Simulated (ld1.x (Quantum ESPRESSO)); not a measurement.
Co: one change to an RRKJ potential, before and after

cobalt, norm-conserving RRKJ (Kleinman–Bylander form), made with ld1.x (Quantum ESPRESSO) 7.5 (LDA (PZ), scalar-relativistic). Core [Ne] 3s2, reference 3p6 3d7 4s0 4p0 (charge +2). Waves: 3p (bound): rc 0.85 bohr; 3d (bound): rc 0.90 bohr; 4s (bound, empty): rc 1.65 bohr. Local part: the s channel. Core correction: none.

Change: all radii scaled by about 1.34 (s 2.22, p 1.14, d 1.20 bohr).

Cutoffs: the cutoffs (Ry, on a coarse ladder) from which the occupation-weighted sum of valence levels, in a spherical-Bessel basis at the reference potential, stays within 10 and 1 mRy of its value at 400 Ry; they do not see the model core or the augmentation charge, which bear on the density cutoff. Errors are all-electron minus pseudo energies relative to the spin-unpolarised reference configuration.

Q: How do hardness, ghosts and transferability respond?

A: The potential gets softer (200 Ry and 300 Ry → 120 Ry and 180 Ry); of the 9 tests that both files solve, the error grows in 4 and shrinks in 0 by more than 15 % and 0.3 meV (median size 192.2 → 189.7 meV); neither file shows a bound ghost at the reference potential, the only one tested. A larger radius leaves more room for a smooth pseudo-wave, so fewer plane waves are needed. More of the atom is replaced by a form fitted at one configuration, so other configurations suffer.

```tsv
quantity	base	changed
cutoff, loose	200 Ry	120 Ry
cutoff, tight	300 Ry	180 Ry
loose cutoff by channel (10 mRy a level)	p 160 Ry, d 180 Ry	p 70 Ry, d 110 Ry
bound ghosts	none	none
error for 3p6 3d7 4s2 4p0, meV [ΔE -26.38 eV]	-10	-18
error for 3p6 3d7 4s1 4p0, meV [ΔE -17.08 eV]	-4.2	-6.7
error for 3p6 3d6 4s0 4p0, meV [ΔE 36.19 eV]	-348	-306
error for 3p6 3d8 4s0 4p0, meV [ΔE -19.68 eV]	-192	-190
error for 3p6 3d7 4s1.5 4p0, meV [ΔE -22.66 eV]	-7.4	-13
error for 3p6 3d7.5 4s1.5 4p0, meV [ΔE -27.36 eV]	-12	-21
error for 3p6 3d7 4s1 4p1, meV [ΔE -21.95 eV]	-627	-666
error for 3p6 3d7 4s0 4p0 (spin-polarised), meV [ΔE -2.07 eV]	+467	+422
error for 3p6 3d7 4s2 4p0 (spin-polarised), meV [ΔE -28.36 eV]	+459	+405
```

Base: These tests converged, but a pseudo level misses the all-electron one widely, so the file describes the atom poorly there or has found another state: 3p6 3d6 4s0 4p0: empty 4p by 3.0 eV. Changed file: These tests converged, but a pseudo level misses the all-electron one widely, so the file describes the atom poorly there or has found another state: 3p6 3d6 4s0 4p0: empty 4p by 3.1 eV (a node warning on the way).
